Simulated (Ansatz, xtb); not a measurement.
## FHNSi2−: which of two isomers lies lower

We compare X, `F[SiH-]N=[Si]`, a singlet, with Y, `F[Si@@H]1N=[Si-]1`, a singlet. Both are isolated ions in the gas phase, relaxed with r2SCAN-D4/def2-SVPD; each stands in its lowest conformer found.

X (Å):

```yaml
atoms:
  - { symbol: F, position_ang: [0.4586, 2.1518, -2.3612] }
  - { symbol: N, position_ang: [-0.2258, -0.0662, -0.9616] }
  - { symbol: Si, position_ang: [-0.2508, 1.7113, -0.8516] }
  - { symbol: Si, position_ang: [-0.0055, -1.6408, -0.8594] }
  - { symbol: H, position_ang: [-1.7256, 1.8992, -1.2859] }
```

Y (Å):

```yaml
atoms:
  - { symbol: F, position_ang: [-0.3144, -0.2598, 0.2540] }
  - { symbol: N, position_ang: [0.3908, 1.8913, -1.5125] }
  - { symbol: Si, position_ang: [-0.5897, 0.4522, -1.2602] }
  - { symbol: Si, position_ang: [-1.1650, 2.6157, -1.6081] }
  - { symbol: H, position_ang: [-0.1668, -0.6955, -2.1474] }
```

Q: Estimate E(Y) − E(X) at the level CCSD(T)/def2-SVPD + ΔMP2/def2-TZVPPD.

A: Calculated at CCSD(T)/def2-SVPD + ΔMP2/def2-TZVPPD: E(Y) − E(X) = +0.079 eV, so structure X lies lower.

How the difference moves with the method:

```json
{"level": "r2SCAN-D4/def2-SVPD", "geometry": "r2SCAN-D4/def2-SVPD", "E(Y) − E(X) (eV)": "+0.104", "departure from the last row (eV)": "+0.025", "job, with rough time for the two": "optimisation, 31 s"}
{"level": "HF/def2-SVPD", "geometry": "r2SCAN-D4/def2-SVPD", "E(Y) − E(X) (eV)": "+0.252", "departure from the last row (eV)": "+0.174", "job, with rough time for the two": "part of the CCSD(T) run"}
{"level": "MP2/def2-SVPD", "geometry": "r2SCAN-D4/def2-SVPD", "E(Y) − E(X) (eV)": "+0.313", "departure from the last row (eV)": "+0.235", "job, with rough time for the two": "part of the CCSD(T) run"}
{"level": "CCSD(T)/def2-SVPD", "geometry": "r2SCAN-D4/def2-SVPD", "E(Y) − E(X) (eV)": "+0.321", "departure from the last row (eV)": "+0.242", "job, with rough time for the two": "single point"}
{"level": "CCSD(T)/def2-SVPD + ΔMP2/def2-TZVPPD", "geometry": "r2SCAN-D4/def2-SVPD", "E(Y) − E(X) (eV)": "+0.079", "departure from the last row (eV)": "", "job, with rough time for the two": "single point, 22 s"}
```

As drawn, Y has 1 Si–Si more. Structure X has no ring, Y a 3-membered ring.

The levels shown agree on the order. The largest departure from CCSD(T)/def2-SVPD + ΔMP2/def2-TZVPPD is that of CCSD(T)/def2-SVPD, 0.242 eV. Levels run at GFN2-xTB geometries aren't shown. The last row adds to CCSD(T) the change of the MP2 difference between the two basis sets, here −0.242 eV, a large step that makes the value less sure.

With harmonic frequencies from r2SCAN-D4/def2-SVPD (ideal gas, rigid rotor, one conformer each, 298.15 K, 1 atm): on the last row, ΔE + ΔZPE = +0.096, ΔH = +0.087, ΔG = +0.118 eV.

The T1 diagnostic of structures X and Y is large, so the coupled-cluster value is less sure. The correlated steps freeze 12 core orbitals. Run with Ansatz 0.2.0; the last row on 1 thread of Intel(R) Xeon(R) 6975P-C (Granite Rapids) on a shared host.
